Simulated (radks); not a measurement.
Task: These are the eigenvalues of the occupied orbitals of an atom or ion with whole-number occupations (eV). Calculated with a radial shooting solver on a logarithmic mesh with Libxc functionals: scalar-relativistic Kohn-Sham, LDA (Slater exchange, VWN5 correlation), spin-polarised, spherical densities, finite nucleus; Fermi nuclear charge, rms radius of each element as measured or else 0.836 A^(1/3) + 0.57 fm.

1s: -37807.41
2s: -9120.379

Which element is it, and in what charge state? The configuration may be excited. Open shells, if any, are filled with parallel spins first.

Result: Z = 53, iodine, charge +49: I49+ in [He] 2s2. The 1s level, -1389.4 hartree, gives Z - s = 52.7 by -(Z - s)^2/2, which with screening and relativity narrows Z to a few neighbours, and with so few levels the electron count can be read from the list.
